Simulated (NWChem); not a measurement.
Program: NWChem. System: C2H6N, charge 0, spin multiplicity 2, at a geometry optimised with UB3LYP/def2-SVP. The structure started from a generated list of species. Its SCF solution wasn't tested for a lower state. Level: UMP2/def2-TZVP, 3 core orbitals frozen.

Input file:

```
start mol
memory heap 200 mb stack 900 mb global 1100 mb
geometry units angstroms nocenter noautoz noautosym
  C      1.211073    -0.363444    -0.248306
  N      0.158922     0.386758     0.255870
  C     -1.205450    -0.015719    -0.003343
  H      1.069961    -0.788072    -1.246872
  H      2.216792    -0.049580     0.041906
  H      0.311394     0.754006     1.190663
  H     -1.482851    -0.981953     0.467688
  H     -1.359159    -0.124013    -1.090129
  H     -1.902330     0.757282     0.355548
end
basis spherical
  * library def2-tzvp
end
scf
  uhf
  nopen 1
  maxiter 100
  thresh 1e-7
  semidirect memsize 60000000 filesize 0
  # guess.movecs holds the orbitals of an unrestricted PBE0 run
  vectors input guess.movecs output mol.movecs
end
mp2
  freeze core 3
end
task mp2 energy
```

Part of the output:

```
             Northwest Computational Chemistry Package (NWChem) 7.3.0
             --------------------------------------------------------

                                NWChem Input Module
                                -------------------

 Scaling coordinates for geometry "geometry" by  1.889725989
 (inverse scale =  0.529177249)

                             Geometry "geometry" -> ""
                             -------------------------

 Output coordinates in angstroms (scale by  1.889725989 to convert to a.u.)

  No.       Tag          Charge          X              Y              Z
 ---- ---------------- ---------- -------------- -------------- --------------
    1 C                    6.0000     1.21107300    -0.36344400    -0.24830600
    2 N                    7.0000     0.15892200     0.38675800     0.25587000
    3 C                    6.0000    -1.20545000    -0.01571900    -0.00334300
    4 H                    1.0000     1.06996100    -0.78807200    -1.24687200
    5 H                    1.0000     2.21679200    -0.04958000     0.04190600
    6 H                    1.0000     0.31139400     0.75400600     1.19066300
    7 H                    1.0000    -1.48285100    -0.98195300     0.46768800
    8 H                    1.0000    -1.35915900    -0.12401300    -1.09012900
    9 H                    1.0000    -1.90233000     0.75728200     0.35554800

 Effective nuclear repulsion energy (a.u.)      77.5248212163

            Nuclear Dipole moment (a.u.)
            ----------------------------
        X                 Y               Z
 ---------------- ---------------- ----------------
    -0.0000018897    -0.0000037795    -0.0000000000


 Summary of "ao basis" -> "" (spherical)
 ------------------------------------------------------------------------------
       Tag                 Description            Shells   Functions and Types
 ---------------- ------------------------------  ------  ---------------------
 *                         def2-tzvp                  on all atoms

 Summary of "ao basis" -> "ao basis" (spherical)
 ------------------------------------------------------------------------------
       Tag                 Description            Shells   Functions and Types
 ---------------- ------------------------------  ------  ---------------------
 C                         def2-tzvp                11       31   5s3p2d1f
 N                         def2-tzvp                11       31   5s3p2d1f
 H                         def2-tzvp                 4        6   3s1p

                                 NWChem SCF Module
                                 -----------------

  ao basis        = "ao basis"
  functions       =   129
  atoms           =     9
  alpha electrons =    13
  beta  electrons =    12
  charge          =   0.00
  wavefunction    = UHF
  use symmetry    = F
  symmetry adapt  = F

 Summary of "ao basis" -> "ao basis" (spherical)
 ------------------------------------------------------------------------------
       Tag                 Description            Shells   Functions and Types
 ---------------- ------------------------------  ------  ---------------------
 C                         def2-tzvp                11       31   5s3p2d1f
 N                         def2-tzvp                11       31   5s3p2d1f
 H                         def2-tzvp                 4        6   3s1p

 Forming initial guess at       0.0s

 Starting SCF solution at       0.0s

 ----------------------------------------------
[...]
    2 N    7     3.65   0.41  0.58  0.24  0.42  0.08  0.72  0.86  0.31  0.00  0.03  0.00
    3 C    6     3.10   0.43  0.56  0.24  0.32  0.05  0.61  0.66  0.16  0.01  0.04  0.00
    4 H    1     0.48   0.14  0.27  0.06  0.01
    5 H    1     0.47   0.14  0.27  0.06  0.01
    6 H    1     0.39   0.13  0.21  0.03  0.02
    7 H    1     0.44   0.13  0.24  0.05  0.01
    8 H    1     0.44   0.13  0.25  0.05  0.01
    9 H    1     0.45   0.13  0.25  0.05  0.01

   Mulliken analysis of the spin density
   -------------------------------------

    Atom       Charge   Shell Charges
 -----------   ------   -------------------------------------------------------
    1 C    6     1.05   0.00 -0.00  0.04  0.05  0.07  0.32  0.39  0.18 -0.00  0.00 -0.00
    2 N    7     0.09   0.00 -0.00  0.01  0.01 -0.01  0.08  0.05 -0.06  0.00  0.01  0.00
    3 C    6    -0.02  -0.00  0.00 -0.00 -0.00 -0.00 -0.01 -0.01 -0.00  0.00  0.00  0.00
    4 H    1    -0.07  -0.01 -0.04 -0.02  0.00
    5 H    1    -0.07  -0.01 -0.04 -0.02  0.00
    6 H    1    -0.01  -0.00 -0.00 -0.00  0.00
    7 H    1     0.02   0.00  0.01  0.01 -0.00
    8 H    1     0.00   0.00  0.00  0.00 -0.00
    9 H    1    -0.00  -0.00 -0.00 -0.00 -0.00

       Multipole analysis of the density wrt the origin
       ------------------------------------------------

     L   x y z        total         alpha         beta         nuclear
     -   - - -        -----         -----         ----         -------
     0   0 0 0      0.000000    -13.000000    -12.000000     25.000000

     1   1 0 0     -0.245467     -1.105866      0.860401     -0.000002
     1   0 1 0      0.110431      0.477412     -0.366977     -0.000004
     1   0 0 1      0.242729      0.210462      0.032267     -0.000000

     2   2 0 0    -14.419321    -66.141291    -60.825863    112.547833
     2   1 1 0      0.307618      5.931438      3.772652     -9.396473
     2   1 0 1      0.264416      4.548598      3.765506     -8.049688
     2   0 2 0    -16.524336    -17.946931    -14.955133     16.377728
     2   0 1 1      1.492463     -4.542955     -4.884941     10.920359
     2   0 0 2    -13.886011    -17.016061    -15.924937     19.054986

                   NWChem MP2 Semi-direct Energy/Gradient Module
                   ---------------------------------------------

  Basis functions       =    129
  Molecular orbitals    =    129
  Frozen core           =      3
  Frozen virtuals       =      0
  Active alpha occupied =     10
  Active beta occupied  =      9
  Active alpha virtual  =    116
  Active beta virtual   =    117
  Use MO symmetry       = F
  Use skeleton AO sym   = F

  AO/Fock/Back tols     =   1.0D-09  1.0D-09  1.0D-09

 GA uses MA = F    GA memory limited = T

 Available:
  local mem=  1.26D+08
 global mem=  1.44D+08
 local disk=  0.00D+00
  mp2_memr nvloc                   116
  nvloc new                   116
   1 passes of  10:        5242880                      91924                  32897812.
   1 passes of  10: M    126151616           G      144145918           F     120908736.

 Semi-direct pass number   1 of   1  for UHF alpha       at       10.0s
  vrange nnbf                  8334
  mp2_eaftype                   125  avail_ma_in_mb                  1099
 EAF : mp2_eaftype filesize         125   16448906.
  mp2_eaf for mointskh                    125
Node 0 wrote     77.3 Mb in      0.0 s     Agg I/O rate:  2616.6 Mb/s
 Done moints_semi at       13.6s
  mp2_eaftype                   125  avail_ma_in_mb                   974
 EAF : mp2_eaftype filesize         125   16448906.
  mp2_eaf for kh                   125
 Done maket at       13.8s
 Done multipass loop at       13.8s

 GA uses MA = F    GA memory limited = T

 Available:
  local mem=  1.26D+08
 global mem=  1.44D+08
 local disk=  0.00D+00
  mp2_memr nvloc                   117
  nvloc new                   117
   1 passes of   9:        5242880                      86576                  29865903.
   1 passes of   9: M    126151616           G      144145918           F     120908736.

 Semi-direct pass number   1 of   1  for UHF beta        at       13.9s
  vrange nnbf                  8334
  mp2_eaftype                   113  avail_ma_in_mb                  1099
 EAF : mp2_eaftype filesize         113   14932951.
  mp2_eaf for mointskh                    113
Node 0 wrote     70.2 Mb in      0.0 s     Agg I/O rate:  2684.7 Mb/s
 Done moints_semi at       17.5s
  mp2_eaftype                   113  avail_ma_in_mb                   986
 EAF : mp2_eaftype filesize         113   14932951.
  mp2_eaf for kh                   113
 Done maket at       17.7s
 Done multipass loop at       17.7s

          -------------------------------------------
          SCF energy                -133.670502112947
          Correlation energy          -0.525346745277
          Singlet pairs                0.000000000000
          Triplet pairs                0.000000000000
          Total MP2 energy          -134.195848858224
          -------------------------------------------

          ---------------------------------------------------
                    Spin Component Scaled (SCS) MP2
          Same spin pairs                     -0.121090282395
          Same spin scaling factor             0.333333333333
          Opposite spin pairs                 -0.404256462882
          Opposite spin scaling fact.          1.200000000000
          SCS-MP2 correlation energy          -0.525471182923
          Total SCS-MP2 energy              -134.195973295871
          ---------------------------------------------------

 -----------------------
 Performance information
 -----------------------

 Timer overhead =  9.65D-08 seconds/call

               Nr. of calls         CPU time (s)                 Wall time (s)                GFlops
             ---------------    -------------------     ------------------------------   -------------------
Name         Min   Avg   Max    Min     Avg     Max     Min     Avg     Max   Mx/calls   Min     Max     Sum
mp2: moin     2     2     2    7.3     7.3     7.3      7.3     7.3     7.3     3.6      0.0     0.0     0.0
mp2: make     2     2     2   0.40    0.40    0.40     0.40    0.40    0.40    0.20      0.0     0.0     0.0
mp2: tota     1     1     1    7.8     7.8     7.8      7.8     7.8     7.8     7.8      0.0     0.0     0.0

 The average no. of pstat calls per process was 5.00D+00
 with a timing overhead of 4.82D-07s

 Task  times  cpu:       17.7s     wall:       17.7s

 Total times  cpu:       17.7s     wall:       17.7s
```
